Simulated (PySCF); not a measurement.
A structure optimised at PBE-D3(BJ)/def2-SVP, used in a PySCF frequency run:

```
Te
Se 1 2.5174
H 2 1.4931 1 97.21
Br 1 2.5668 2 104.07 3 87.68
```

Question: Write its SMILES and formula.

Answer: [SeH][Te]Br, BrHSeTe

Question: What are its rotational constants (standard atomic weights)?

Answer: 2.8726, 0.78358, 0.61893 GHz
